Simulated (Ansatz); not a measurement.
```yaml
crystal:
  periodic: [false, false, false]
  atoms:
    - {symbol: Si, position_ang: [0.957215, -1.294483, -0.887348]}
    - {symbol: N, position_ang: [0.229640, -0.650774, -0.790533]}
    - {symbol: Si, position_ang: [0.246089, 0.296187, -1.549351]}
    - {symbol: Ge, position_ang: [-0.608658, -0.699576, 0.156337]}
    - {symbol: N, position_ang: [-0.434781, 0.383375, 0.852640]}
    - {symbol: Si, position_ang: [-1.458126, 1.125214, 0.832149]}
    - {symbol: Si, position_ang: [0.486172, 0.655804, 1.154279]}
    - {symbol: H, position_ang: [1.540236, -1.471384, 0.040775]}
    - {symbol: H, position_ang: [1.852079, -0.995032, -1.316947]}
    - {symbol: H, position_ang: [0.628034, -2.058452, -1.267008]}
    - {symbol: H, position_ang: [0.848319, 0.850348, -1.331969]}
    - {symbol: H, position_ang: [0.378042, -0.022117, -2.531684]}
    - {symbol: H, position_ang: [-0.583995, 0.760583, -1.249586]}
    - {symbol: H, position_ang: [-1.609371, -0.611483, -0.205158]}
    - {symbol: H, position_ang: [-0.372216, -1.567106, 0.747330]}
    - {symbol: H, position_ang: [-0.957179, 1.726945, 1.390601]}
    - {symbol: H, position_ang: [-1.880399, 0.722966, 1.589655]}
    - {symbol: H, position_ang: [-1.894219, 1.321559, 0.039682]}
    - {symbol: H, position_ang: [0.992775, -0.172323, 1.321178]}
    - {symbol: H, position_ang: [0.384144, 0.826045, 2.333915]}
    - {symbol: H, position_ang: [0.906335, 1.212305, 0.709950]}
basis:
  gaussian: {orbitals: def2-mTZVP}
total_charge: 1
magnetization: {spin_polarized: true, initial_magnetization: 1}
hamiltonian: {xc: {name: RPBE}}
```

```sh
$ ansatz run in.yaml --threads 4 --pin off --events-out ev --progress --plain --max-ram 46080MiB --backend cpu
```

Shortened log:

```
Functional definition: RPBE
2091 factors; their error is unknown
mean field evaluation 1: about -90944.5957 eV, gradient 1.6e2 eV
mean field evaluation 2: about -90451.0208 eV, gradient 3.2e2 eV
mean field evaluation 4: about -91008.5818 eV, gradient 6.2e1 eV
mean field evaluation 8: about -91021.7931 eV, gradient 5.1e0 eV
mean field evaluation 16: about -91021.9347 eV, gradient 5.4e-2 eV
mean field -91021.93475997 eV, -3344.9944055455 hartree, gradient 3.2e-5 eV, S^2 0.751546; 6 other end points of the search recorded, 0 dependent functions left out
reference -91021.93481071 eV, -3344.9944074102 hartree; 58, 57 occupied and 146, 147 virtual orbitals, 2091 factors
Total energy: -91021.93481071 eV, -3344.9944074102 hartree
```

(1) Something in this input is off. What?

## Answers

(1) The geometry is squeezed to about two thirds of its size. Self-consistency was reached. The result belongs to that input, not to the molecule as meant.
